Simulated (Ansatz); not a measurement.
`N#CO[SiH3]`. The species carries charge 0 and has multiplicity 1.

```xyz
7

N     2.002   -0.207   -1.850
C     0.971   -0.324   -1.343
O    -0.180   -0.470   -0.808
Si   -0.607    0.141    0.717
H    -2.006   -0.296    0.879
H     0.294   -0.457    1.725
H    -0.475    1.613    0.680
```

(1) What are the harmonic wavenumbers in cm⁻¹ at PBE0-D4/def2-TZVP (Ansatz, finite differences of forces, unscaled)? (Estimate.)

(2) Is this a minimum?

(3) Give the ideal-gas thermochemistry at 298.15 K and 1 bar (rigid rotor, harmonic oscillator; point group Cs, symmetry number 1).

(4) And at 400, 500, 600, 800 and 1000 K?

Answers

(1) The calculation gave: 82, 139, 534, 544, 682, 699, 746, 942, 947, 957, 1217, 2264, 2279, 2300, 2398.

(2) Yes, all 15 modes are real.

(3) Zero-point energy 100.1 kJ/mol; H(298) − E = 116.0 kJ/mol; entropy 302.7 J/(mol·K), of which translation 162.4, rotation 102.4, vibration 38.0; G(298) − E = 25.8 kJ/mol. Modes under 100 cm⁻¹ are hindered rotations or soft bends, so the harmonic entropy is rough.

(4) 
```csv
T (K),H − E (kJ/mol),S (J/mol/K),G − E (kJ/mol)
400,124.5,327.0,-6.3
500,134.0,348.2,-40.1
600,144.5,367.3,-75.9
800,167.6,400.5,-152.8
1000,192.9,428.7,-235.8
```
